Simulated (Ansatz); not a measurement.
Consider the ligand exchange at the Si–C bond: `OC[SiH](O)[SiH3]` + silanol → `O[SiH]([SiH3])O[SiH3]` + CH₃OH.

Gas-phase electronic energies from Ansatz, PBE0-D4/def2-TZVP geometries. CCSD(T)/CBS adds triple-zeta CCSD(T) − MP2 to the extrapolated MP2 energy (def2 sets, frozen cores). This one scheme is used for every species. DFT in def2-TZVPP. B3LYP here is the variant with VWN-RPA as its local correlation; programs differ in this. Each species was taken in one conformer, which may not be the lowest.

```tsv
level	ΔE (kJ/mol)
r2SCAN-D4	-134.7
B3LYP-D4	-141.1
HF/def2-TZVPP	-161.9
MP2/def2-QZVPP	-141.7
```

Problem. What does CCSD(T)/CBS give? (Best estimate.)

Solution. Computed: -139.2 kJ/mol. The listed levels differ from it by 4.5, -1.9, -22.7, -2.5 kJ/mol.

Largest T1 diagnostic among the species: 0.013.

From PBE to PBE0 (25 % exact exchange), in def2-TZVPP and without D4, ΔE moves by −8.5 kJ/mol. The D4 term adds −3.1 kJ/mol with B3LYP and −1.9 kJ/mol with PBE0; it sums over pairs of atoms, weighted by their polarisabilities, and B3LYP, whose exchange is more repulsive, gets the larger term.
